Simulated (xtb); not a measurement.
C2H5NOSi, SMILES C([Si@H](N)O)#C. All values are semi-empirical tight-binding results from xtb (GFN2-xTB unless named), good for trends rather than for accurate numbers. Geometry optimised at GFN2-xTB. The structure was generated by enumeration; whether it is a known compound was not checked. Other conformers were not sampled.

Computed properties:
| Item | Result |
|---|---|
| orbital gap | 5.21 eV |
| dipole moment | 1.60 D |
| zero-point energy | 41.5 kcal/mol |
| G − E(el) at 298.15 K (modified RRHO) | 22.2 kcal/mol |
| static polarisability (D4 model) | 64.7 bohr³ |
| solvation energy, GFN2-xTB/ALPB(water) | -5.9 kcal/mol |
| solvation energy, GFN2-xTB/ALPB(toluene) | -3.7 kcal/mol |
